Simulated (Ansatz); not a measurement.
Ansatz results at the PBE0-D4/def2-TZVP geometry: size of the dipole moment (ωB97M-V/def2-TZVPP) 3.39 D; HOMO energy (ωB97M-V/def2-TZVPP) -8.56 eV; HOMO energy (B3LYP/def2-TZVPP) -6.13 eV.

Each molecule was computed in one conformer, which needn't be the lowest.

Q: Which molecule gave them?
A. `NC1=N[SiH]1S`
B. `C[SiH2]NC=S`
C. `[OH][GeH2][S]S`
D. `C=C(N)S[SiH3]`

A: B. The others give `C=C(N)S[SiH3]`: 1.99, -8.51, -6.14; `[OH][GeH2][S]S`: 0.98, -9.41, -7.07; `NC1=N[SiH]1S`: 3.07, -8.63, -6.21.

B3LYP here is the variant with VWN-RPA as its local correlation; programs differ in this.
